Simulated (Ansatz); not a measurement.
The cluster K3I2⁺. Charge 1, multiplicity 1. Geometry r2SCAN-D4/def2-SVP.

```xyz
5

K     1.6512    0.4540   -1.9972
K    -0.2806    1.7905    1.9074
K    -1.3706   -2.2444    0.0898
I    -1.6037    0.9348   -1.1134
I     1.6037   -0.9348    1.1134
```

In the def2 sets I takes a core potential, while STO-3G treats all electrons; there is no spin–orbit coupling. B3LYP takes the VWN-RPA correlation. HSE06 is defined as in plane-wave codes, on full-range PBE exchange. The structure comes from a short search, and lower isomers may exist.

**Question.** Estimate the orbital energies around the gap (eV) in Ansatz with HF/STO-3G, PBE-D4/def2-TZVP, B3LYP-D4/def2-TZVP, PBE0-D4/def2-TZVP, HSE06-D4/def2-TZVP.

**Answer.** 
```
orbital  HF/STO-3G  PBE-D4/def2-TZVP  B3LYP-D4/def2-TZVP  PBE0-D4/def2-TZVP  HSE06-D4/def2-TZVP
HOMO−13     -28.42            -22.10              -23.79             -24.17              -23.75
HOMO−12     -28.39            -22.07              -23.76             -24.14              -23.72
HOMO−11     -28.38            -22.05              -23.74             -24.12              -23.70
HOMO−10     -28.38            -22.05              -23.74             -24.12              -23.70
 HOMO−9     -28.38            -22.04              -23.74             -24.11              -23.69
 HOMO−8     -28.38            -22.04              -23.74             -24.11              -23.69
 HOMO−7     -19.46            -18.62              -20.16             -20.51              -20.10
 HOMO−6     -19.11            -18.55              -20.08             -20.43              -20.02
 HOMO−5     -10.08             -9.06               -9.89             -10.18               -9.78
 HOMO−4      -9.91             -8.86               -9.66              -9.92               -9.52
 HOMO−3      -9.91             -8.86               -9.66              -9.92               -9.52
 HOMO−2      -9.37             -8.67               -9.47              -9.73               -9.34
 HOMO−1      -9.37             -8.67               -9.47              -9.73               -9.34
   HOMO      -8.84             -8.19               -8.97              -9.21               -8.83
   LUMO       1.23             -4.65               -4.36              -4.08               -4.39
 LUMO+1       1.53             -3.96               -3.70              -3.41               -3.70
 LUMO+2       1.53             -3.96               -3.70              -3.41               -3.70
 LUMO+3       5.09             -3.14               -2.80              -2.60               -2.90
 LUMO+4       5.09             -3.14               -2.80              -2.60               -2.90
 LUMO+5       6.90             -2.76               -2.44              -2.19               -2.51
```
